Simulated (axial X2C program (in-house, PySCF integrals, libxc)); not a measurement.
## RuTe along the bond: PBE0, with spin–orbit coupling

Calculated with an in-house all-electron X2C program for linear molecules (integrals from PySCF). Two-component (2c) means X2C with spin–orbit coupling and atomic mean-field two-electron Coulomb and Gaunt terms. Basis: Te dyall-cv3z [11s12p8d4f1g], Ru dyall-cv3z [12s12p8d5f3g] (cores contracted in-house); Gaussian nuclei, density fitting, unrestricted open shells. Masses: Te 129.906 u, Ru 101.904 u.

State: Ω = 4 (⟨Sz⟩ = 2.00, ⟨Lz⟩ = 2.00 at PBE0). Dipoles are positive if Ru is the positive end.

Results along the bond:

| R (Å) | μ (D) | HOMO (eV) | LUMO (eV) |
| --- | --- | --- | --- |
| 2.106 | 2.800 | -5.56 | -3.06 |
| 2.203 | 3.109 | -5.64 | -2.99 |
| 2.276 | 3.330 | -5.69 | -2.96 |
| 2.348 | 3.540 | -5.73 | -2.93 |
| 2.421 | 3.734 | -5.77 | -2.90 |
| 2.506 | 3.936 | -5.80 | -2.98 |
| 2.591 | 4.108 | -5.84 | -3.05 |
| 2.699 | 4.272 | -5.87 | -3.09 |
| 2.833 | 4.389 | -5.86 | -3.15 |

The state is one determinant whose occupation by symmetry is held fixed; it was picked as the lowest of a PBE0 search that is not exhaustive. Density functionals use the spin component along the axis (collinear). PBE0 can misorder states that lie within some tenths of an eV, so this need not be the ground state of the molecule. The nearest other 2c determinant of the search, Ω = 2, lies 0.35 eV up at the distance of the search. Without a current term, density functionals place determinants with orbital angular momentum somewhat too high. With several unpaired electrons one determinant need not be a pure state. Open-shell Ω = 0 determinants with evenly filled partner blocks cannot be reached by this program, so the Ω shown need not be the lowest component. The stretched end of a curve changes character and is left out.
